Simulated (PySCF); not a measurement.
**Potential energy of TeN along the bond**

Set-up: basis Te x2c-SVPall, N x2c-SVPall; spin-free X2C with a Gaussian nucleus; PySCF 2.14. Energies in eV from Te + N in their ground configurations at the same level. State: ²Π (doublet), unpaired electrons π ↑.

All columns are PBE0. A positive dipole means Te(−)N(+).

```tsv
R (Å)	E (eV)	μ (D)	Mulliken charge on Te (basis-dependent)	HOMO (eV)	LUMO (eV)	Mayer bond order	⟨S²⟩
1.621	-0.984	-2.88	0.36	-5.36	-3.09	2.47	0.76
1.696	-1.852	-2.85	0.34	-5.60	-3.36	2.43	0.76
1.772	-2.296	-2.78	0.33	-5.83	-3.65	2.37	0.79
1.828	-2.436	-2.68	0.31	-5.97	-3.86	2.28	0.86
1.885	-2.467	-2.56	0.29	-6.09	-4.03	2.14	0.98
1.942	-2.426	-2.42	0.27	-6.18	-4.13	1.98	1.10
2.017	-2.299	-2.25	0.24	-6.27	-4.22	1.78	1.25
2.111	-2.071	-2.03	0.21	-6.34	-4.28	1.58	1.41
2.224	-1.752	-1.80	0.17	-6.37	-4.30	1.37	1.56
2.375	-1.324	-1.49	0.13	-6.36	-4.26	1.12	1.74
```

A fit through these points gives, at Re = 1.877 Å, μ = -2.58 D and dμ/dR = 2.31 D/Å; the reduced mass is 12.64 u.

How strong is the fundamental in the double-harmonic approximation, I = 42.26·(dμ/dR)²/μred km/mol?

I = 42.26·(2.31)²/12.64 = 17.8 km/mol at PBE0.

⟨S²⟩ is raised (TeN 0.96), so spin contamination touches these numbers. ⟨S²⟩ of the unrestricted solution departs from its pure value on part of the curve, where spin states mix. Spin–orbit coupling is left out, which matters for elements this heavy, above all for dissociation energies. The state is the lowest determinant that a PBE0 search found; another state may lie lower at other levels.
